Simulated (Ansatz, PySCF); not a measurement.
Gas-phase reaction (SMILES): CB(C)O + F (HF) → CB(C)F + O (H2O); hydrogen fluoride cleaves one B-O bond, a model of a ligand-exchange step.

Geometries: B3LYP-D3(BJ)/def2-TZVP minima from Ansatz (an electronic-structure program), one conformer each, not searched for the lowest. Cores are frozen in the correlated levels unless marked. Spin-orbit coupling is left out. No relativistic terms. CBS marks a two-point X^-3 extrapolation of the correlation energy; Hartree-Fock from the larger set. [CCSD(T)-MP2]/basis is that difference in the basis named. Thermal terms are rigid-rotor harmonic-oscillator values from B3LYP-D3(BJ) frequencies (Ansatz or PySCF) at 298.15 K and 1 atm. 1 Eh = 627.5095 kcal/mol.

```csv
species,"E, RI-MP2/CBS(aug-cc-pVTZ,aug-cc-pVQZ)+[CCSD(T)-MP2]/aug-cc-pVTZ (Ansatz) (Eh)","E, B3LYP-D3(BJ)/def2-TZVPD (Ansatz + dftd3) (Eh)",H - E (Eh),G - E (Eh)
CB(C)O,-180.36129,-180.66678,0.09892,0.06308
F (HF),-100.39388,-100.49389,0.01259,-0.00713
CB(C)F,-204.38178,-204.69909,0.08606,0.04998
O (H2O),-76.37791,-76.46738,0.02495,0.00353
```

### Question
Work out ΔE and ΔH, ΔG, ΔS and the equilibrium constant at 298.15 K at the first level, then ΔH at the second.

### Answer

1. ΔE = [(-204.38178) + (-76.37791)] - [(-180.36129) + (-100.39388)] = -0.00452 Eh = -2.8 kcal/mol at RI-MP2/CBS(aug-cc-pVTZ,aug-cc-pVQZ)+[CCSD(T)-MP2]/aug-cc-pVTZ.
2. The terms H - E add up to -0.00050 Eh, so ΔH = (-0.00452 + (-0.00050))×627.5095 = -3.2 kcal/mol.
3. The terms G - E add up to -0.00244 Eh, so ΔG = -4.4 kcal/mol, and ΔS = (-0.00050 - (-0.00244))×627509.5/298.15 = 4.1 cal/(mol K).
4. log10 K = -ΔG/(RT ln 10) = 3.2, with RT ln 10 = 1.3642 kcal/mol.
5. At B3LYP-D3(BJ)/def2-TZVPD the same steps give ΔE = -3.6 and ΔH = -4.0 kcal/mol, a shift of -0.8 from the first level.
6. These values are not checked against measurement here, since the tables used lack a sound gas-phase enthalpy of formation for at least one species.
